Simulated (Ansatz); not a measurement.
## A basis-limit estimate, worked out

An elementary step of BN₂H₉O, closed shell (BH₃O ([BH2][OH]) + NH₃ + NH₃ → BNH₄ ([BH2][NH2]) + H₂O + NH₃ (still joined by a long B–O bond); bonds formed: O2–H7, H5–N8; dative contacts that become bonds: B1–N6; bonds broken: H5–N6, H7–N8; bonds weakened to dative contacts: B1–O2). “Start” is the structure reached by relaxing down from the saddle towards the reactants; PBE0-D4/def2-TZVP structures. The saddle:

B1  (0.732, -0.893, 0.673)
O2  (1.162, -0.349, -0.730)
H3  (0.276, -2.005, 0.487)
H4  (1.739, -0.889, 1.361)
H5  (-1.042, 0.638, -0.187)
N6  (-0.400, 0.024, 1.227)
H7  (0.179, 0.303, -1.212)
N8  (-0.928, 0.797, -1.257)
H9  (1.991, 0.126, -0.661)
H10  (-0.061, 0.734, 1.866)
H11  (-1.075, -0.523, 1.746)
H12  (-0.975, 1.774, -1.516)
H13  (-1.597, 0.264, -1.797)
(Å)

Computed with Ansatz 0.2.0 (basis: def2-TZVPP and def2-QZVPP); correlated methods freeze the cores.

Energies in eV:

| quantity | saddle | start |
| --- | --- | --- |
| Hartree–Fock, triple zeta (X = 3) | -5817.29963 | -5818.66141 |
| Hartree–Fock, quadruple zeta (X = 4) | -5817.57665 | -5818.94984 |
| MP2 correlation, X = 3 | -23.43364 | -22.94596 |
| MP2 correlation, X = 4 | -25.05953 | -24.57453 |
| CCSD(T) correlation, X = 3 | -25.20948 | -24.77998 |

Work out the barrier at the basis limit: extrapolate Hartree–Fock as E(X) = E∞ + A exp(−7.88 √X) and the MP2 correlation as E(X) = E∞ + B X^−2.97 (the exponents that Neese and Valeev fitted for def2-TZVPP and QZVPP), then add CCSD(T) − MP2 in triple zeta.

Each step is linear, so take the differences first (saddle − start): Hartree–Fock 1.36178 (X = 3) and 1.37319 (X = 4); MP2 correlation -0.48768 and -0.48500; CCSD(T) correlation -0.42950.
Two points give E∞ = E(4) + w [E(4) − E(3)], with w = 1/(exp(7.88 (2 − √3)) − 1) = 0.1377 for Hartree–Fock and w = 1/((4/3)^2.97 − 1) = 0.7407 for the correlation.
Hartree–Fock: 1.37319 + 0.1377 × 0.01141 = 1.3748 eV.
MP2 correlation: -0.48500 + 0.7407 × 0.00268 = -0.4830 eV.
CCSD(T) − MP2: -0.42950 − (-0.48768) = 0.0582 eV.
Sum: 1.3748 + (-0.4830) + 0.0582 = 0.9500 eV, or 21.91 kcal/mol. Plain CCSD(T) in triple zeta gives 0.9323 eV, so the larger basis shifts the result by 0.0177 eV.

No T1 diagnostic of these runs exceeds 0.010.

Labels in which every atom is bracketed show which atoms are joined, not bond orders.

For scale, one of the runs: CCSD(T)/def2-TZVPP, 250 basis functions, launched by `ansatz run in.yaml --threads 4 --pin off --events-out ev --progress --plain --max-ram 9574MiB`. The run took 3.6 min on 4 CPU threads of an Intel Xeon (shared host), with 5.7 GiB of host memory at its peak.
